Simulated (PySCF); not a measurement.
Worked example: oscillator strength and radiative lifetime

Si(H)(F)(Me)(OH) (CH5FOSi), SMILES C[SiH](O)F.

Coordinates come from a B3LYP-D3(BJ)/def2-SVP optimisation. Other conformers were not sampled.

TDA-LC-ωPBE/def2-SVPD run with PySCF 2.14.0 puts the first singlet state with f over 0.02 at 8.60 eV (vertical), with the transition dipole (0.341, 0.047, -0.227) in atomic units.

Problem. Find the oscillator strength, the wavelength and the radiative lifetime that this transition would have in vacuum if emission retraced absorption.

Solution. 
|μ|² = 0.1700 au, so |μ| = 1.05 D. ΔE = 8.60/27.211 = 0.3160 hartree. f = (2/3) ΔE |μ|² = 0.036 (the program prints 0.036).
λ = 1239.84/8.60 = 144 nm; ν = 69364 cm⁻¹.
Einstein's coefficient A = 0.6670 ν² f s⁻¹ (ν in cm⁻¹) = 1.1e8 s⁻¹, so τ = 1/A = 8.7 ns. This state is S1. The figure is the radiative limit of this one transition; relaxation, internal conversion, crossing to triplets and a medium change what is measured.
